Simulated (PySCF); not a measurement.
Ga(OH)(SeH)2 (GaH₃OSe₂), SMILES [Ga]([SeH])([OH])[SeH]. The structure is a stationary point at B3LYP-D3(BJ)/def2-SVP. Other conformers were not sampled.

Computed equilibrium geometry at B3LYP-D3(BJ)/def2-SVP (PySCF confirms it by a frequency run) as a Z-matrix, and its point group (one conformer of several):
point group Cs.
```
Ga
O 1 1.7889
H 2 0.9655 1 116.01
Se 1 2.3331 2 113.18 3 180.00
H 4 1.4761 1 92.26 2 -180.00
Se 1 2.3467 2 120.54 3 0.00
H 6 1.4753 1 92.00 2 180.00
```
Charge 0, spin multiplicity 1.
